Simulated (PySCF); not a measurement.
## Working out the ionisation energy of As

As [Ar] 3d10 4s2 4p3 (4S) → As⁺ [Ar] 3d10 4s2 4p2 (3P). Calculation: PySCF 2.14, in 6-31G* (5s4p3d, 32 functions); the non-relativistic Hamiltonian (point nucleus). Frozen: [Ar] 3d10. Energies in hartree (1 hartree = 27.21139 eV):

| part | As (lower) | As⁺ (upper) |
| --- | --- | --- |
| UHF | -2233.902271 | -2233.554627 |
| CCSD correlation | -0.068009 | -0.058681 |
| (T) | -0.000813 | -0.000670 |

Task: What does Hartree-Fock give?

Result: (-2233.554627) − (-2233.902271) = 0.347644 hartree = 9.460 eV.

Task: What do CCSD and CCSD(T) give?

Result: The CCSD correlation energies differ by 0.009328 hartree = 0.254 eV and the triples by 0.000143 hartree = 0.004 eV, so CCSD gives 9.714 eV and CCSD(T) 9.718 eV.

Measured between the centres of the two terms (NIST): 10.008 eV, so CCSD(T) (valence) is off by -0.290 eV.

The calculation is non-relativistic.

What remains against the reference includes basis incompleteness, the frozen core and higher excitations.
